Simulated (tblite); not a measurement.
Species: C5H8ClFO2.
Z-matrix (Å and degrees, GFN2-xTB geometry), rows numbered from 1:
```
C 
O   1  1.4125
C   2  1.4023  1  115.28
C   3  1.5240  2  108.14  1   159.46
C   3  1.5613  2  112.45  1   -78.95
F   5  1.3710  3  110.27  2    79.15
C   5  1.5108  3  109.88  2   -44.75
O   7  1.1875  5  124.50  3   -74.16
Cl  7  1.7409  5  114.06  3   104.30
H   1  1.0929  2  112.22  3    64.84
H   1  1.0962  2  110.76  3   -57.26
H   1  1.0877  2  105.77  3  -175.95
H   3  1.1033  2  109.90  1    38.90
H   4  1.0860  3  108.88  2   -52.60
H   4  1.0860  3  110.68  2  -172.80
H   4  1.0862  3  109.91  2    66.13
H   5  1.0976  3  109.22  2  -164.00
```

Computed values, GFN2-xTB/tblite, gas phase, harmonic and unscaled. Errors from tens to a few hundred cm⁻¹ against measured bands are possible. One conformer, not necessarily the lowest.

Harmonic wavenumbers (cm⁻¹): 36.7, 67.1, 110.0, 139.6, 191.2, 196.9, 199.4, 230.6, 306.7, 343.1, 429.4, 441.2, 506.5, 551.7, 594.8, 718.1, 837.6, 912.6, 978.6, 1036.4, 1068.9, 1092.4, 1107.7, 1121.8, 1133.6, 1169.2, 1204.5, 1253.8, 1297.3, 1320.7, 1401.9, 1409.2, 1465.9, 1468.2, 1481.8, 1484.5, 1803.4, 2838.8, 2916.8, 2920.1, 2964.6, 3035.8, 3051.1, 3059.8, 3063.6.

A = 1701, B = 1162, C = 971.0 MHz; mass 154.020 u (most abundant isotopes); point group C1, symmetry number 1.

Problem. What is the zero-point energy?

Solution. ½Σν̃ = 27482 cm⁻¹ = 328.75 kJ/mol.

Problem. Entropy at 350 K, 1 bar (ideal gas, RRHO, classical rotation)?

Solution. Translation 175.01, rotation 125.45, vibration 152.91: S = 453.4 J/(mol K).

Problem. And Cp and H(350 K) − H(0)?

Solution. Cp = 177.15 J/(mol K), of which vibrations give 143.89 (their classical limit is 45 R = 374.2); H(350 K) − H(0) = 38.82 kJ/mol without the zero-point energy, 27.18 from vibrations.

Problem. Blend soft modes into free rotors: weight 1/[1 + (100 cm⁻¹/ν̃)⁴] for the oscillator and the rest for a rotor with moment μB/(μ + B), μ = h/(8π²ν), B = 10⁻⁴⁴ kg m². What vibrational entropy results?

Solution. 140.23 J/(mol K) in place of 152.91, which changes −T·S at 350 K by +4.44 kJ/mol.

Problem. What must be added to the electronic energy to get the Gibbs energy at 350 K and 1 bar?

Solution. ZPE + [H(350 K) − H(0)] − T·S = 328.75 + 38.82 − 158.68 = 208.89 kJ/mol.

Problem. Which modes carry the vibrational entropy at 350 K?

Solution. 36.7 cm⁻¹: 24.05; 67.1 cm⁻¹: 19.05; 110.0 cm⁻¹: 14.98; 139.6 cm⁻¹: 13.05; 191.2 cm⁻¹: 10.53; 196.9 cm⁻¹: 10.30 J/(mol K); the other 39 give 60.96 together.

Hindered rotation and anharmonicity are outside this model. Other conformers, if any are populated, would add a mixing term that is left out. The structure is chiral; the term R ln 2 for an equal mix with its mirror image is left out.
